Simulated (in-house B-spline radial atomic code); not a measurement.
Values are calculated unless marked as measured or tabulated.
# Correlation energy from the adiabatic connection: −V exp(−r²/w²), V = 12.7, w = 1.97

Two electrons in a singlet, external potential −V exp(−r²/w²), V = 12.7, w = 1.97 (atomic units). Full CI in B-splines (partial waves to l = 8, correlation up to 0.6 % small) with the density held fixed gives W(λ) = <V_ee>_λ − U, and E_c is the integral of W(λ) − W(0) from 0 to 1.

```csv
λ,W(λ) − W(0) (hartree)
0,0.00000
0.02,-0.00196
0.05,-0.00487
0.12,-0.01151
0.25,-0.02337
0.4,-0.03629
0.6,-0.05236
0.8,-0.06723
1,-0.08101
```

Problem. Integrate the table by the trapezoid rule.

Solution. The strips give -0.00002, -0.00010, -0.00057, -0.00227, -0.00447, -0.00886, -0.01196, -0.01482, which sum to -0.04309 hartree. The direct value, W(1) − W(0) + T_c with T_c = 0.03785, is -0.04316; the curve is convex, so chords lie above it and the trapezoids fall short in size by 0.18 %.

Problem. Now use only three numbers: W(0) = -1.1367, the initial slope W'(0) = -0.09835 (extrapolated from the first points) and the strong-coupling limit of the point-charge-plus-continuum model, W∞ = -1.564. What do second-order theory and the interpolation W(λ) = W∞ + (W(0) − W∞)/√(1 + 2χλ) of Seidl, Perdew and Levy give?

Solution. Second order keeps the slope alone: E_c = W'(0)/2 = -0.04918, +14 % in size against -0.04316. Matching the slope fixes χ = W'(0)/(W∞ − W(0)) = -0.09835/(-0.42730) = 0.23017. Integrating, with s = √(1 + 2χ) = 1.208442, E_c = −(W(0) − W∞)(s − 1)/(s + 1) = −0.42730 × 0.208442/2.208442 = -0.04033 hartree, -6.6 % in size against the full result. At λ = 1 the formula gives W − W(0) = -0.07370 against -0.08101. Part of the miss can come from the model's W∞.
